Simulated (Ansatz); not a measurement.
Molecule: ZnF2, charge 0, multiplicity 3. The spin state was set by rule; other spins were not relaxed. SMILES of the parent species: [Zn]([F])[F]
Structure (B3LYP-D3(BJ)/def2-TZVP (Ansatz, a quantum-chemistry and plane-wave program) minimum search):
```xyz
3

Zn    -0.5769     0.1144     0.2587
F      0.8134     0.5564    -1.0915
F      1.1095    -0.9376     0.2292
```
Charge 0, spin multiplicity 3.

Parts of the frozen-core correlation energy in STO-3G (Ansatz, hartree). Frozen orbitals: 11; correlated occupied orbitals by spin: 14 and 12; virtual: 3 and 5. UHF or UKS for open shells. No spin-orbit coupling. Non-relativistic.

```json
[
 {"term": "reference (HF)", "value": "-1953.47059"},
 {"term": "MP2 opposite-spin", "value": "-0.05985"},
 {"term": "MP2 same-spin", "value": "-0.01215"},
 {"term": "CCSD correlation", "value": "-0.11598"},
 {"term": "(T)", "value": "-0.01145"},
 {"term": "T1 diagnostic", "value": "0.053"},
 {"term": "largest doubles amplitude", "value": "0.198"},
 {"term": "<S^2> of the reference", "value": "2.269"}
]
```
